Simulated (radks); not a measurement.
Os4+, configuration [Xe] 4f14 5d3 6d1 (not the ground configuration). Method: Dirac Kohn-Sham, OLYP, spin-unpolarised, spherical densities, point nucleus; open shells are shared between the two j in proportion to 2j + 1; computed with a radial shooting solver on a logarithmic mesh with Libxc functionals.

X-ray form factor f0, the Fourier transform of the density (f0(0) = 72):

sin(theta)/lambda (1/angstrom)  f0 (electrons)
0.05                                    71.232
0.1                                     69.254
0.15                                    66.631
0.2                                     63.681
0.25                                    60.511
0.3                                     57.226
0.4                                     50.818
0.5                                     45.151
0.6                                     40.333
0.8                                     32.635
1                                       26.759
1.25                                    21.474
1.5                                     18.058
2                                       14.240
